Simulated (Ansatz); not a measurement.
Problem. Name a neutral molecule of C, Cl, N, O, Si and H with LUMO energy (B3LYP/def2-TZVPP) between -0.60 and -0.30 eV and HOMO–LUMO gap (PBE0/def2-TZVPP) between 7.95 and 8.25 eV (Ansatz, PBE0-D4/def2-TZVP geometry).

Solution. `CC(=O)N[SiH2]Cl` (-0.31 eV, 7.99 eV). Other molecules can fit too; these were computed, each in one conformer that needn't be the lowest.

B3LYP here is the variant with VWN-RPA as its local correlation; programs differ in this.
